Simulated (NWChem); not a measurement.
All runs are NWChem calculations. System: boron oxyfluoride (BFO), charge 0, spin multiplicity 1, at a geometry optimised with B3LYP/def2-SVP. Level: G0W0@PBE/def2-TZVP, RI basis def2-tzvp-rifit.

Input file:

```
start mol
memory heap 200 mb stack 700 mb global 1700 mb
geometry units angstroms nocenter noautoz
  F      0.000000     0.000000    -1.198448
  B      0.000000     0.000000     0.087139
  O      0.000000     0.000000     1.293792
  symmetry group C2v
end
basis spherical
  * library def2-tzvp
end
basis "ri basis" bse spherical
  * library def2-tzvp-rifit
end
dft
  xc xpbe96 cpbe96
  iterations 100
  direct
  tolerances tight
end
task dft energy
gw
  states alpha occ 4 vir 2
end
task dft gw
```

Part of the output:

```
             Northwest Computational Chemistry Package (NWChem) 7.3.0
             --------------------------------------------------------

                                NWChem Input Module
                                -------------------

 Scaling coordinates for geometry "geometry" by  1.889725989
 (inverse scale =  0.529177249)

 Turning off AUTOSYM since
 SYMMETRY directive was detected!

                             Geometry "geometry" -> ""
                             -------------------------

 Output coordinates in angstroms (scale by  1.889725989 to convert to a.u.)

  No.       Tag          Charge          X              Y              Z
 ---- ---------------- ---------- -------------- -------------- --------------
    1 F                    9.0000     0.00000000     0.00000000    -1.19844800
    2 B                    5.0000     0.00000000     0.00000000     0.08713900
    3 O                    8.0000     0.00000000     0.00000000     1.29379200

 Effective nuclear repulsion energy (a.u.)      51.3527814072

            Nuclear Dipole moment (a.u.)
            ----------------------------
        X                 Y               Z
 ---------------- ---------------- ----------------
     0.0000000000     0.0000000000    -0.0000018897

      Symmetry information
      --------------------

 Group name             C2v
 Group number             16
 Group order               4
 No. of unique centers     3

      Symmetry unique atoms

     1    2    3


 Summary of "ao basis" -> "" (spherical)
 ------------------------------------------------------------------------------
       Tag                 Description            Shells   Functions and Types
 ---------------- ------------------------------  ------  ---------------------
 *                         def2-tzvp                  on all atoms

 new library libraries.bse/

 Summary of "ri basis" -> "" (spherical)
 ------------------------------------------------------------------------------
       Tag                 Description            Shells   Functions and Types
 ---------------- ------------------------------  ------  ---------------------
 *                      def2-tzvp-rifit               on all atoms

  pbe96 is a nonlocal functional; adding pw91lda local functional.

                                 NWChem DFT Module
                                 -----------------

 Summary of "ao basis" -> "ao basis" (spherical)
 ------------------------------------------------------------------------------
       Tag                 Description            Shells   Functions and Types
 ---------------- ------------------------------  ------  ---------------------
 F                         def2-tzvp                11       31   5s3p2d1f
 B                         def2-tzvp                11       31   5s3p2d1f
 O                         def2-tzvp                11       31   5s3p2d1f

 Summary of "ao basis" -> "ao basis" (spherical)
 ------------------------------------------------------------------------------
       Tag                 Description            Shells   Functions and Types
 ---------------- ------------------------------  ------  ---------------------
 F                         def2-tzvp                11       31   5s3p2d1f
 B                         def2-tzvp                11       31   5s3p2d1f
 O                         def2-tzvp                11       31   5s3p2d1f

      Symmetry analysis of basis
      --------------------------

        a1         42
        a2          9
        b1         21
        b2         21

            General Information
            -------------------
          SCF calculation type: DFT
          Wavefunction type:  closed shell.
          No. of atoms     :     3
          No. of electrons :    22
           Alpha electrons :    11
            Beta electrons :    11
          Charge           :     0
          Spin multiplicity:     1
          Use of symmetry is: on ; symmetry adaption is: on
          Maximum number of iterations: 100
          This is a Direct SCF calculation.
          AO basis - number of functions:    93
                     number of shells:    33
          Convergence on energy requested:  1.00D-06
          Convergence on density requested:  1.00D-05
          Convergence on gradient requested:  5.00D-04

              XC Information
              --------------
          PerdewBurkeErnzerhof Exchange Functional  1.000
            Perdew 1991 LDA Correlation Functional  1.000 local
           PerdewBurkeErnz. Correlation Functional  1.000 non-local

             Grid Information
             ----------------
          Grid used for XC integration:  medium
          Radial quadrature: Mura-Knowles
          Angular quadrature: Lebedev.
          Tag              B.-S. Rad. Rad. Pts. Rad. Cut. Ang. Pts.
          ---              ---------- --------- --------- ---------
          F                   0.50       49           8.0       434
          B                   0.85       49           6.0       434
          O                   0.60       49           7.0       434
          Grid pruning is: on
          Number of quadrature shells:   147
          Spatial weights used:  Erf1

          Convergence Information
          -----------------------
          Convergence aids based upon iterative change in
          total energy or number of iterations.
          Levelshifting, if invoked, occurs when the
          HOMO/LUMO gap drops below (HL_TOL):  1.00D-02
          DIIS, if invoked, will attempt to extrapolate
          using up to (NFOCK): 10 stored Fock matrices.
[...]
 !! scf_movecs_sym_adapt:   28 vectors were symmetry contaminated

  Symmetry fudging

 !! scf_movecs_sym_adapt:   18 vectors were symmetry contaminated

 d= 0,ls=0.0,diis     3   -199.8579104070 -1.15D+00  2.88D-03  2.82D-01     1.0

 !! scf_movecs_sym_adapt:   32 vectors were symmetry contaminated

  Symmetry fudging

 !! scf_movecs_sym_adapt:   18 vectors were symmetry contaminated

 d= 0,ls=0.0,diis     4   -199.8704611057 -1.26D-02  1.07D-03  1.64D-01     1.3

 !! scf_movecs_sym_adapt:   28 vectors were symmetry contaminated

  Symmetry fudging

 !! scf_movecs_sym_adapt:   18 vectors were symmetry contaminated

 d= 0,ls=0.0,diis     5   -199.8820830219 -1.16D-02  3.02D-04  1.99D-03     1.6

 !! scf_movecs_sym_adapt:   28 vectors were symmetry contaminated

  Symmetry fudging

 !! scf_movecs_sym_adapt:   18 vectors were symmetry contaminated

 d= 0,ls=0.0,diis     6   -199.8822450547 -1.62D-04  6.82D-05  7.60D-05     1.9

 !! scf_movecs_sym_adapt:   26 vectors were symmetry contaminated

  Symmetry fudging

 !! scf_movecs_sym_adapt:   20 vectors were symmetry contaminated

 d= 0,ls=0.0,diis     7   -199.8822530212 -7.97D-06  3.44D-06  8.34D-07     2.2

 !! scf_movecs_sym_adapt:   28 vectors were symmetry contaminated

  Symmetry fudging

 !! scf_movecs_sym_adapt:   20 vectors were symmetry contaminated

 d= 0,ls=0.0,diis     8   -199.8822530919 -7.07D-08  4.89D-07  1.36D-08     2.5

         Total DFT energy =     -199.882253091878
      One electron energy =     -377.490726502271
           Coulomb energy =      149.184290648630
    Exchange-Corr. energy =      -22.928598645484
 Nuclear repulsion energy =       51.352781407247

 Numeric. integr. density =       22.000000432513

     Total iterative time =      2.4s

                  Occupations of the irreducible representations
                  ----------------------------------------------

                     irrep           alpha         beta
                     --------     --------     --------
                     a1                7.0          7.0
                     a2                0.0          0.0
                     b1                2.0          2.0
                     b2                2.0          2.0

                       DFT Final Molecular Orbital Analysis
                       ------------------------------------

 Vector    9  Occ=2.000000D+00  E=-3.759135D-01  Symmetry=a1
              MO Center= -2.0D-16, -1.2D-16,  1.4D+00, r^2= 6.9D-01
   Bfn.  Coefficient  Atom+Function         Bfn.  Coefficient  Atom+Function
  ----- ------------  ---------------      ----- ------------  ---------------
    70      0.417842  3 O  pz                73      0.283266  3 O  pz
    66      0.261409  3 O  s                 67      0.256488  3 O  s
    34     -0.228700  2 B  s                 39     -0.207604  2 B  pz
    76      0.152689  3 O  pz                65      0.138505  3 O  s
    35     -0.135571  2 B  s                 42     -0.123891  2 B  pz

 Vector   10  Occ=2.000000D+00  E=-3.183778D-01  Symmetry=b2
              MO Center=  2.6D-30, -3.2D-16,  9.4D-01, r^2= 1.1D+00
   Bfn.  Coefficient  Atom+Function         Bfn.  Coefficient  Atom+Function
  ----- ------------  ---------------      ----- ------------  ---------------
    69      0.418895  3 O  py                72      0.334089  3 O  py
    75      0.205323  3 O  py                38      0.200629  2 B  py
     7     -0.149315  1 F  py                41      0.135779  2 B  py
    10     -0.121513  1 F  py                13     -0.093858  1 F  py
    44      0.038816  2 B  py                47      0.036436  2 B  d -1

 Vector   11  Occ=2.000000D+00  E=-3.183778D-01  Symmetry=b1
              MO Center= -4.8D-15, -5.6D-30,  9.4D-01, r^2= 1.1D+00
   Bfn.  Coefficient  Atom+Function         Bfn.  Coefficient  Atom+Function
  ----- ------------  ---------------      ----- ------------  ---------------
    68      0.418895  3 O  px                71      0.334089  3 O  px
    74      0.205323  3 O  px                37      0.200629  2 B  px
     6     -0.149315  1 F  px                40      0.135779  2 B  px
     9     -0.121513  1 F  px                12     -0.093858  1 F  px
    43      0.038816  2 B  px                49     -0.036436  2 B  d  1

 Vector   12  Occ=0.000000D+00  E=-4.934241D-02  Symmetry=a1
              MO Center= -1.0D-14, -3.1D-14, -1.7D-01, r^2= 3.8D+00
   Bfn.  Coefficient  Atom+Function         Bfn.  Coefficient  Atom+Function
  ----- ------------  ---------------      ----- ------------  ---------------
    36      1.262482  2 B  s                 35     -0.814690  2 B  s
    53     -0.271328  2 B  d  0              67      0.227096  3 O  s
     4     -0.208411  1 F  s                 34      0.208402  2 B  s
    45     -0.152781  2 B  pz                 8     -0.139017  1 F  pz
     5      0.137054  1 F  s                 70      0.134926  3 O  pz

 Vector   13  Occ=0.000000D+00  E= 9.045629D-03  Symmetry=b2
              MO Center= -9.4D-30,  3.7D-14,  1.5D-01, r^2= 2.7D+00
   Bfn.  Coefficient  Atom+Function         Bfn.  Coefficient  Atom+Function
  ----- ------------  ---------------      ----- ------------  ---------------
    44      0.577444  2 B  py                41      0.454281  2 B  py
    38      0.364560  2 B  py                75     -0.355808  3 O  py
    69     -0.274627  3 O  py                72     -0.219178  3 O  py
     7     -0.197999  1 F  py                13     -0.198955  1 F  py
    10     -0.160471  1 F  py                52     -0.027594  2 B  d -1

 Vector   14  Occ=0.000000D+00  E= 9.045629D-03  Symmetry=b1
              MO Center=  2.0D-15,  1.5D-31,  1.5D-01, r^2= 2.7D+00
   Bfn.  Coefficient  Atom+Function         Bfn.  Coefficient  Atom+Function
  ----- ------------  ---------------      ----- ------------  ---------------
    43      0.577444  2 B  px                40      0.454281  2 B  px
    37      0.364560  2 B  px                74     -0.355808  3 O  px
    68     -0.274627  3 O  px                71     -0.219178  3 O  px
     6     -0.197999  1 F  px                12     -0.198955  1 F  px
     9     -0.160471  1 F  px                54      0.027594  2 B  d  1

 center of mass
 --------------
 x =   0.00000000 y =   0.00000000 z =  -0.04580959

 moments of inertia (a.u.)
 ------------------
         193.256654885299           0.000000000000           0.000000000000
           0.000000000000         193.256654885299           0.000000000000
           0.000000000000           0.000000000000           0.000000000000

     Multipole analysis of the density
     ---------------------------------

     L   x y z        total         alpha         beta         nuclear
     -   - - -        -----         -----         ----         -------
     0   0 0 0     -0.000000    -11.000000    -11.000000     22.000000

     1   1 0 0      0.000000      0.000000      0.000000      0.000000
     1   0 1 0     -0.000000     -0.000000     -0.000000      0.000000
     1   0 0 1     -0.804239     -0.402118     -0.402118     -0.000002

     2   2 0 0    -10.715100     -5.357550     -5.357550      0.000000
     2   1 1 0      0.000000      0.000000      0.000000      0.000000
     2   1 0 1      0.000000      0.000000      0.000000      0.000000
     2   0 2 0    -10.715100     -5.357550     -5.357550      0.000000
     2   0 1 1     -0.000000     -0.000000     -0.000000      0.000000
     2   0 0 2    -14.536519    -54.327114    -54.327114     94.117708

 Task  times  cpu:        2.5s     wall:        2.5s

                                NWChem Input Module
                                -------------------

                                 NWChem GW Module
                                 ----------------

                             ***********************
                             ***        GW       ***
                             ***********************

 Summary of "ri basis" -> "ri basis" (spherical)
 ------------------------------------------------------------------------------
       Tag                 Description            Shells   Functions and Types
 ---------------- ------------------------------  ------  ---------------------
 F                      def2-tzvp-rifit             22       76   8s6p4d3f1g
 B                      def2-tzvp-rifit             22       76   8s6p4d3f1g
 O                      def2-tzvp-rifit             22       76   8s6p4d3f1g

                 Memory Information
                 ------------------
          Available GA per process is          1699.9 MBs
          Available stack per process is        700.0 MBs
          Available heap per process is           0.0 MBs

          Peak memory in Initialization
              Peak GA per process is                  2.6 MBs
              Peak stack per process is               0.1 MBs
              Peak heap per process is                2.8 MBs
              Memory not in MA per process            0.0 MBs

          Peak memory in AFF Calculation
              Peak GA per process is                  9.8 MBs
              Peak stack per process is               6.2 MBs
              Peak heap per process is                0.0 MBs
              Memory not in MA per process            6.2 MBs

          Computing 2-center integrals
          Computing Inverse Cholesky factor
          Computing 3-center integrals
          Computing V_xc ...

          Computing Sigma_x
          Computing RPA polarizability
          Solving quasiparticle equations

                  Alpha Orbitals
          State     Energy (eV)     Error (eV)
          -----------------------------------
@GW         8        -17.284           0.003
@GW         9        -14.325           0.003
@GW        10        -12.666           0.003
@GW        11        -12.666           0.003
@GW        12          1.482           0.002
@GW        13          3.753           0.002

   Applying  -4.0028 eV scissor-shift to rest of particle states

   Applying   2.8247 eV scissor-shift to rest of hole states

     GW Timing Statistics
   ------------------------
   Init.   :          0.0s
     ERIs  :          0.2s
     Distr.:          0.0s
     Vxc   :          0.0s
   Sigma_x :          0.0s
   RPA     :          0.1s
   Wmn     :          0.0s
   Sigma_c :          0.0s
   GW total:          0.4s

 Task  times  cpu:        0.4s     wall:        0.4s

 Total times  cpu:        2.9s     wall:        2.9s
```
